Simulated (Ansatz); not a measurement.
One change: `C[S][SnH]([F])[Cl]` becomes `C[O][SnH]([F])[Cl]`.

Ansatz, PBE0-D4/def2-TZVP geometries, multiplicity 1. Each molecule was computed in one conformer, which needn't be the lowest.

Elements past krypton have def2 core potentials.

```tsv
property	`C[S][SnH]([F])[Cl]`
zero-point energy (PBE0-D4/def2-TZVP) / kJ/mol	129.3
HOMO energy (PBE0/def2-TZVPP) / eV	-7.60
LUMO energy (PBE/def2-TZVPP) / eV	-2.58
HOMO–LUMO gap (PBE/def2-TZVPP) / eV	3.77
HOMO energy (B3LYP/def2-TZVPP) / eV	-7.36
HOMO–LUMO gap (PBE0/def2-TZVPP) / eV	5.94
```

Task: Give the same properties after the change, and the shifts. (Best estimate.)

Result: Ansatz gave: 
```csv
property,`C[O][SnH]([F])[Cl]`,shift
zero-point energy (PBE0-D4/def2-TZVP) / kJ/mol,135.9,6.6
HOMO energy (PBE0/def2-TZVPP) / eV,-8.47,-0.87
LUMO energy (PBE/def2-TZVPP) / eV,-2.60,-0.02
HOMO–LUMO gap (PBE/def2-TZVPP) / eV,4.26,0.49
HOMO energy (B3LYP/def2-TZVPP) / eV,-8.22,-0.86
HOMO–LUMO gap (PBE0/def2-TZVPP) / eV,6.84,0.90
```

B3LYP here is the variant with VWN-RPA as its local correlation; programs differ in this.
